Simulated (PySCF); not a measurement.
LiBr⁻: from constants to spectrum

UHF-CCSD(T) constants of LiBr⁻, ²Σ⁺ (doublet), unpaired electrons σ ↑ (Li aug-pcseg-1, Br aug-pcseg-1; no relativity (PySCF 2.14); masses 7.0160 and 78.9183 u):

```
ωe             : 408.4 cm⁻¹
ωexe           : 4.08 cm⁻¹
Be             : 0.47052 cm⁻¹
αe             : 0.00654 cm⁻¹
De to Li + Br⁻ : 1.50 eV
```

**Question.** What force constant and bond length do these constants imply?

**Answer.** Reduced mass μred = 6.4432 u; k = 5.8918×10⁻⁷·μred·ωe² (u, cm⁻¹, mdyn/Å) = 0.633 mdyn/Å; Re = √(16.8576/(μred·Be)) (u, cm⁻¹, Å) = 2.358 Å.

**Question.** Estimate the centrifugal constant D from the Kratzer relation and find the Dunham coefficient a1.

**Answer.** D = 4Be³/ωe² = 2.5e-06 cm⁻¹; a1 = −1 − αeωe/(6Be²) = -3.01.

Correlated steps freeze 9 core orbitals. Correlated levels converge slowly with the basis: in double zeta they bind strong bonds too weakly, by up to about 1 eV, and carry superposition errors of some tenths. Spin–orbit coupling is left out. For an ion De counts to the pair picked by the measured ionisation energies or electron affinities, which need not be the lowest pair at this level. The state was picked by a PBE0 search and need not be the measured ground state.
